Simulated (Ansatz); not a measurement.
Relaxation of BrCl4F2HMo (9 atoms, charge 0, multiplicity 1), to a largest force component of 0.03 eV/Å in at most 50 steps.

The calculation used RKS PBE/def2-SVP (Ansatz).

```xyz
9
Properties=species:S:1:pos:R:3:forces:R:3
Mo 0.222 0.278 -0.259 -0.05 0.21 -0.66
F 0.984 -0.214 2.586 0.45 -0.80 0.34
Cl 1.999 -1.130 0.134 0.00 -0.02 -0.01
Cl -1.361 1.703 -1.253 0.00 -0.03 0.01
F -0.952 0.456 1.181 -0.01 -0.01 0.08
Cl -1.003 -1.612 -0.780 -0.02 -0.03 0.00
Cl 1.181 0.509 -2.371 -0.01 -0.02 0.02
Br 1.503 2.182 0.702 -0.01 -0.05 -0.01
H 0.642 0.617 2.793 -0.36 0.72 0.23
```

Q: Where does it end, and by what steps?

A: The run converged. The force dipped under the threshold on the way, but the program's further checks kept it going. After 26 steps the energy has fallen by 0.474 eV; F2 moved furthest, 1.39 Å.

```json
{"step": "0", "energy less start (eV)": "0.0000", "largest force component (eV/Å)": "0.798", "accepted": "yes"}
{"step": "1", "energy less start (eV)": "-0.1326", "largest force component (eV/Å)": "0.531", "accepted": "yes"}
{"step": "2", "energy less start (eV)": "-0.2098", "largest force component (eV/Å)": "1.543", "accepted": "yes"}
{"step": "3", "energy less start (eV)": "-0.2776", "largest force component (eV/Å)": "1.558", "accepted": "yes"}
{"step": "4", "energy less start (eV)": "-0.3605", "largest force component (eV/Å)": "0.687", "accepted": "yes"}
{"step": "5", "energy less start (eV)": "-0.4165", "largest force component (eV/Å)": "0.381", "accepted": "yes"}
{"step": "6", "energy less start (eV)": "-0.4445", "largest force component (eV/Å)": "0.180", "accepted": "yes"}
{"step": "7", "energy less start (eV)": "-0.3752", "largest force component (eV/Å)": "2.203", "accepted": "no"}
{"step": "8", "energy less start (eV)": "-0.4558", "largest force component (eV/Å)": "0.130", "accepted": "yes"}
{"step": "9", "energy less start (eV)": "-0.4538", "largest force component (eV/Å)": "0.761", "accepted": "no"}
{"step": "10", "energy less start (eV)": "-0.4613", "largest force component (eV/Å)": "0.080", "accepted": "yes"}
{"step": "11", "energy less start (eV)": "-0.4640", "largest force component (eV/Å)": "0.071", "accepted": "yes"}
{"step": "12", "energy less start (eV)": "-0.4661", "largest force component (eV/Å)": "0.134", "accepted": "yes"}
{"step": "13", "energy less start (eV)": "-0.4652", "largest force component (eV/Å)": "0.345", "accepted": "no"}
{"step": "14", "energy less start (eV)": "-0.4679", "largest force component (eV/Å)": "0.065", "accepted": "yes"}
{"step": "15", "energy less start (eV)": "-0.4693", "largest force component (eV/Å)": "0.051", "accepted": "yes"}
{"step": "16", "energy less start (eV)": "-0.4697", "largest force component (eV/Å)": "0.089", "accepted": "yes"}
{"step": "17", "energy less start (eV)": "-0.4708", "largest force component (eV/Å)": "0.256", "accepted": "yes"}
{"step": "18", "energy less start (eV)": "-0.4718", "largest force component (eV/Å)": "0.079", "accepted": "yes"}
{"step": "19", "energy less start (eV)": "-0.4726", "largest force component (eV/Å)": "0.011", "accepted": "yes"}
{"step": "20", "energy less start (eV)": "-0.4731", "largest force component (eV/Å)": "0.053", "accepted": "yes"}
{"step": "21", "energy less start (eV)": "-0.4732", "largest force component (eV/Å)": "0.136", "accepted": "yes"}
{"step": "22", "energy less start (eV)": "-0.4735", "largest force component (eV/Å)": "0.050", "accepted": "yes"}
{"step": "23", "energy less start (eV)": "-0.4738", "largest force component (eV/Å)": "0.007", "accepted": "yes"}
{"step": "24", "energy less start (eV)": "-0.4738", "largest force component (eV/Å)": "0.025", "accepted": "yes"}
{"step": "25", "energy less start (eV)": "-0.4738", "largest force component (eV/Å)": "0.052", "accepted": "no"}
{"step": "26", "energy less start (eV)": "-0.4739", "largest force component (eV/Å)": "0.016", "accepted": "yes"}
```

```xyz
9
Properties=species:S:1:pos:R:3
Mo 0.307 0.196 -0.475
F 0.806 0.953 3.311
Cl 1.913 -1.435 -0.138
Cl -1.373 1.774 -0.678
F -0.375 -0.209 1.264
Cl -1.142 -1.423 -1.287
Cl 1.080 0.630 -2.590
Br 1.765 1.864 0.561
H 0.235 0.437 2.766
```

Whether the end is a true minimum wasn't checked by a vibrational analysis.

Run time: 100 s on 4 threads of Arm Neoverse V1, with other jobs on the host, peak memory 0.32 GiB.
